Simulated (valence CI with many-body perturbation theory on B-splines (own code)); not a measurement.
# Level structure of Tm XXXVIII

Calculated by valence CI with perturbative core correlation (CI+MBPT): four valence electrons over a frozen Dirac-Fock core [Ar] 3d10, radial functions for each j: 11 s, 11 p, 10 d, 8 f, 5 g, 2 h, with the one-electron correlation potential Σ1 (screened to all orders), the two-electron term Σ2, the three-electron term Σ3, Breit, model QED; selected single and double excitations, second order for the rest, scaled by the run's own slope (own B-spline code, finite nucleus).

No measured spectrum was set against this ion. As an estimate, large intervals hold to a few tenths of a per cent, small ones and those within an open d or f shell to about a per cent. Among the levels kept, up to 390 cm⁻¹ of a level comes from second order outside the variational space, and about a tenth of that is noise between levels of different J, which matters for small intervals.

Levels 181 to 189 of 189, with energies above the lowest level, (4s^2 4p1/2^2) J=0. "Leading %" is the weight of the configuration and term that name the level; weights of strongly mixed levels are sums over their largest components and can fall short. In the jj column 3d3/2^4 stands for four electrons in 3d with j = 3/2.

| No. | Configuration | Term | J | E (Ry) | Leading % | Leading jj | g | Second component |
| --- | --- | --- | --- | --- | --- | --- | --- | --- |
| 181 | 4s4p²4f | ³D° | 3 | 38.760 | 50 | 4s 4p1/2 4p3/2 4f7/2 (66 %) | 1.249 | 6 % 4s4p²4f ³F° |
| 182 | 4p³4d | ³P° | 2 | 38.789 | 23 | 4p1/2 4p3/2^2 4d5/2 (62 %) | 1.197 | 18 % 4p³4d ³D° |
| 183 | 4p³4d | ³P° | 1 | 38.930 | 23 | 4p1/2 4p3/2^2 4d3/2 (35 %) | 1.044 | 20 % 4s4p4d² ³D° |
| 184 | 4s4p4d² | ³G° | 4 | 38.991 | 16 | 4s 4p1/2 4p3/2 4f7/2 (35 %) | 1.077 | 13 % 4s4p²4f ³G° |
| 185 | 4s4p²4f | ¹D° | 2 | 39.025 | 16 | 4s 4p1/2 4p3/2 4f5/2 (50 %) | 1.045 | 13 % 4p³4d ³P° |
| 186 | 4p³4d | ³D° | 3 | 39.027 | 23 | 4p1/2 4p3/2^2 4d5/2 (62 %) | 1.121 | 18 % 4p³4d ³F° |
| 187 | 4p³4d | ³D° | 3 | 39.173 | 10 | 4p1/2 4p3/2^2 4d5/2 (36 %) | 1.153 | 9 % 4s4p4d² ³D° |
| 188 | 4s4p²4f | ¹H° | 5 | 39.177 | 44 | 4s 4p1/2 4p3/2 4f7/2 (42 %) | 1.088 | 26 % 4s4p²4f ³G° |
| 189 | 4s4p²4f | ³F° | 2 | 39.208 | 44 | 4s 4p1/2 4p3/2 4f7/2 (36 %) | 0.790 | 13 % 4s4p4d² ³F° |
